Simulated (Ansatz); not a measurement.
```yaml
atoms:
  - { symbol: C, position_ang: [-0.0258, -0.0088, -1.1099] }
  - { symbol: S, position_ang: [0.0283, -0.0187, 0.6579] }
  - { symbol: H, position_ang: [-0.0118, -1.1245, -1.4832] }
  - { symbol: H, position_ang: [-0.9293, 0.4768, -1.5148] }
  - { symbol: H, position_ang: [0.8967, 0.4321, -1.5932] }
  - { symbol: H, position_ang: [-0.0475, 1.2636, 0.8444] }
```

Basis set: 6-31G* (spherical functions). Frozen core: 6 orbitals. Charge 0, multiplicity 1.

Computed with Ansatz (development build ahead of 0.2.0); each method stands on the lowest determinant of its kind that the runs found. Restricted open shells among the atoms or ions are ROHF, correlated in semicanonical orbitals with singles.

Problem. Give the atomization energy at this shape (free ground-state atoms in the same class of orbitals less the molecule, no zero-point energy) of singlet CH₄S by RHF-MP2, RHF.

Solution.

```csv
method,atomization energy
RHF-MP2,18.11 eV
RHF,14.93 eV
```

Caution: the shape is not the minimum.
